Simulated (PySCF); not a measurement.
C4H13NSi, SMILES CCCNC[SiH3]. Coordinates come from a PBE-D3(BJ)/def2-SVP optimisation. Other conformers were not sampled.

Computed equilibrium geometry at PBE-D3(BJ)/def2-SVP (PySCF confirms it by a frequency run) as Cartesian coordinates in Å (one conformer of several):
```xyz
19

C     -3.6228     0.6936    -0.0752
C     -2.2480     0.3701    -0.6587
C     -1.1389     0.3363     0.3923
N      0.1431    -0.0301    -0.1918
C      1.2560    -0.0577     0.7450
Si     2.8290    -0.6975    -0.1142
H     -3.9302    -0.0637     0.6760
H     -3.6279     1.6814     0.4313
H     -4.4035     0.7182    -0.8613
H     -1.9856     1.1239    -1.4358
H     -2.2630    -0.6110    -1.1794
H     -1.3905    -0.4207     1.1701
H     -1.1066     1.3224     0.9339
H      0.3575     0.6056    -0.9706
H      1.4631     0.9196     1.2623
H      1.0218    -0.7758     1.5637
H      3.0847     0.1228    -1.3531
H      2.6747    -2.1373    -0.5166
H      4.0189    -0.5630     0.8001
```
